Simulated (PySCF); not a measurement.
Isomers of C4H13BO2Si, from PySCF, PBE0-D3(BJ)/def2-SVP geometry optimisation, gas phase. One conformer each, no zero-point energy, no frequencies.

Problem. Which is lower in electronic energy at this level?
A. `[CH3:1][C:2]([CH3:3])([CH3:4])[SiH2:5][B:6]([OH:7])[OH:8]` with C2–Si5–B6–O7 -160°, Si5–B6–O7–H 2°, Si5–B6–O8–H 180°: A = 2769, B = 967.1, C = 866.0 MHz, dipole 1.26 D
B. `[BH3-:1][O+:2]1[CH2:3][CH2:4][CH2:5][C@H:6]1[O:7][SiH3:8]` with C5–C6–O7–Si8 178°, B1–O2–C3–C4 -160°, O2–C3–C4–C5 34°, C3–C4–C5–C6 -41°, C4–C5–C6–O7 -85°: A = 2559, B = 1279, C = 1005 MHz, dipole 4.54 D

Solution. A. That is `CC(C)(C)[SiH2]B(O)O`, 71.9 kcal/mol below the other.

| SMILES | mapped SMILES | E (Eh) | relative (kcal/mol) | relative (kJ/mol) | dipole (D) |
| --- | --- | --- | --- | --- | --- |
| CC(C)(C)[SiH2]B(O)O | [CH3:1][C:2]([CH3:3])([CH3:4])[SiH2:5][B:6]([OH:7])[OH:8] | -624.31977 | 0.0 | 0.0 | 1.26 |
| [BH3-][O+]1CCC[C@H]1O[SiH3] | [BH3-:1][O+:2]1[CH2:3][CH2:4][CH2:5][C@H:6]1[O:7][SiH3:8] | -624.20511 | 71.9 | 301.0 | 4.54 |

As drawn, the lower has an O–H bond and an Si–C bond, which the higher lacks; the higher has an Si–O bond, which the lower lacks.
